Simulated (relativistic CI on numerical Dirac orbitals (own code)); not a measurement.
## Rh⁶⁺: 4s photoemission

Computed with this model: Dirac-Coulomb-Breit CI, orbitals from a KLI potential per configuration, QED by a radiative potential, multiplet model of photoemission in the sudden approximation, unscaled Slater integrals; configurations [Kr] 4d3 → [Ar] 3d10 4s 4p6 4d3; 300 K; Lorentzian 1.4 eV and Gaussian 0.6 eV FWHM. Energies are those of the free ion, without screening or charge transfer. The energies are binding energies and can lie tens of eV above those of solids. Without intra-shell correlation the exchange splitting of an s hole comes out too large, often by half or more. S is read from ⟨S²⟩ = S(S + 1).

free ion: ground-state S = 1.49, centroid 188.33 eV. Peaks (eV, height): 185.0 (100), 194.0 (57).

Strongest unbroadened transitions for free ion:

```
Energy (eV)  Relative strength
     185.04              100.0
     185.18               68.9
     187.54                0.0
     190.50                0.1
     190.57                1.3
     191.08                0.1
     191.35                0.8
     192.91                0.5
     193.92               93.2
     195.52                2.2
     195.95                0.1
```
